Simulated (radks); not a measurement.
The numbers below are computed, except where a source is named.
Problem. Neutral lithium, [He] 2s1. Code: a radial shooting solver on a logarithmic mesh with Libxc functionals. Model: non-relativistic Kohn-Sham, PBE, spin-polarised, spherical densities, point nucleus. Every spin shell is full or empty, so the densities are truly spherical. Functionals are evaluated on that one density, not self-consistently. Rank these orbital-free kinetic functionals by their error against the exact value of the orbitals, and give that value: Thomas-Fermi, von Weizsacker, TF + vW, APBEK, revAPBEK, Perdew 92, Thakkar, PG1, Ernzerhof.

Solution. Exact: 7.41580 hartree. From best to worst, with 100 (|E| - |E exact|)/|E exact| (equal figures are ties): APBEK +0.28, Perdew 92 +0.57, Thakkar +0.59, revAPBEK +1.14, von Weizsacker -2.71, Ernzerhof +3.36, Thomas-Fermi -10.26, PG1 +50.11, TF + vW +87.03.
